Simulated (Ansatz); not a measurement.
Abridged output of a molecular run in Ansatz:

```
Functional definition: HF
1628 factors; integrals over basis functions are off by at most 1.1e-3 eV
mean field evaluation 1: about -8397.6950 eV, gradient 7.6e1 eV
mean field evaluation 2: about -8397.8137 eV, gradient 7.6e1 eV
mean field evaluation 4: about -8407.9013 eV, gradient 4.1e0 eV
mean field evaluation 8: about -8407.9898 eV, gradient 4.3e-1 eV
mean field evaluation 16: about -8407.9906 eV, gradient 2.5e-6 eV
mean field -8407.99060999 eV, -308.9879557764 hartree, gradient 2.5e-6 eV, S^2 0.000000; 0 other end points of the search recorded, 0 dependent functions left out
4 core orbitals not correlated: weight in the atoms' cores, before any rotation towards them, 1.000 or more for the frozen orbitals, at most 0.000 for the correlated occupied ones
reference -8407.99060999 eV, -308.9879557764 hartree; 20, 20 occupied and 240, 240 virtual orbitals, 1628 factors
second order -34.73395022 eV of doubles, -0.00000000 eV of singles
cycle   1  -34.01874934 eV  change    7.2e-1 eV  update   1.5e-1
cycle   2  -34.79695825 eV  change   -7.8e-1 eV  update   5.7e-2
cycle   3  -35.03509336 eV  change   -2.4e-1 eV  update   2.8e-2
cycle   4  -35.02007363 eV  change    1.5e-2 eV  update   8.7e-3
cycle   5  -35.01091479 eV  change    9.2e-3 eV  update   3.4e-3
cycle   6  -35.01285607 eV  change   -1.9e-3 eV  update   1.2e-3
cycle   7  -35.01263912 eV  change    2.2e-4 eV  update   4.2e-4
cycle   8  -35.01240366 eV  change    2.4e-4 eV  update   1.6e-4
cycle   9  -35.01249896 eV  change   -9.5e-5 eV  update   5.8e-5
cycle  10  -35.01251629 eV  change   -1.7e-5 eV  update   2.5e-5
perturbative correction -1.43090883 eV, -0.0525849296 hartree
Total energy: -8444.43403511 eV, -310.3272269473 hartree
```

Its atoms:

Z-matrix (Å, degrees):
```
Zr
N 1 2.045
O 1 1.942 2 105.0
N 1 2.046 2 107.1 3 -119.1
O 1 1.937 2 113.5 3 124.3
H 2 1.011 1 124.6 3 5.0
H 2 1.011 1 126.4 3 -167.1
H 3 0.954 1 147.7 2 -125.7
H 4 1.010 1 125.7 2 27.0
H 4 1.011 1 125.4 2 -148.0
H 5 0.952 1 158.7 2 -90.9
```

**Question.** Which basis set was used?
A. def2-TZVPP
B. cc-pV(D+d)Z
C. def2-QZVPP
D. cc-pV(Q+d)Z

**Answer.** A. It gives 264 functions.

**Question.** Write the keys of the input that set method, charge and spin (a neutral closed shell needs none for the last two).

**Answer.** 
```yaml
correlation: {method: ccsd_t}
```
